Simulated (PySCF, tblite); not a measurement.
C6H7FN (doublet state).
Numbering: `[N:1]=[CH:2][C@@H:3]1[C@@H:4]([F:5])[C:6]12[CH2:7][CH2:8]2` (hydrogens: H9 on C2; H10 on C3; H11 on C4; H12, H13 on C7; H14, H15 on C8)

Jobs on this species (15 atoms, 59 electrons) with PySCF (density fitting) and tblite. Hardware of each: an Arm Neoverse N1 with one thread, on a shared host. Other jobs ran on the host; a repeat could differ by tens of per cent or more.

| level and settings | work | basis functions | SCF cycles | wall time |
| --- | --- | --- | --- | --- |
| UKS B3LYP, pcH-1 on C F H N, non-relativistic, mean-field spin-orbit, GIAO | unrestricted SCF, g, hyperfine, density and orbital grids written | 270 | ? | ? |
| GFN2-xTB | Hessian by finite differences | – | – | 0.63 s |
| GFN2-xTB | L-BFGS relaxation | – | – | 0.59 s |

**Question.** Fill in the missing figures.

**Answer.** 
- UKS B3LYP, pcH-1 on C F H N, non-relativistic, mean-field spin-orbit, GIAO; unrestricted SCF, g, hyperfine, density and orbital grids written: 1.7 min, 15 SCF cycles

**Question.** What do all jobs in the table cost together?

**Answer.** About 1.7 min; the longest takes about 99 % of that, and about 170 times as long as the shortest.
